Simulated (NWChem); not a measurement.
CHCl₂ cation

```xyz
4

Cl     1.4473     0.0000    -0.1565
C      0.0000     0.0000     0.6084
Cl    -1.4473     0.0000    -0.1565
H      0.0000     0.0000     1.7010
```
Atoms are numbered in this order, from 1.

Results from NWChem. Pople sets run with spherical d functions. All runs use the structure optimised with B3LYP/6-31G* (spherical d). Vzz is the largest principal value of the second derivative of the potential at the nucleus (NWChem prints the opposite sign); η is the asymmetry. Non-relativistic.

| level | Vzz Cl3 (a.u.) | η Cl3 |
|---|---|---|
| Hartree-Fock/def2-TZVP | ___ | 0.74 |
| Hartree-Fock/cc-pVTZ | 3.626 | 0.74 |
| PBE/6-31G* | 3.285 | 0.97 |
| PBE/cc-pVTZ | -3.104 | 0.93 |

### Question
What belongs in the gaps?

### Answer

- Hartree-Fock/def2-TZVP, Vzz Cl3 (a.u.): 4.000
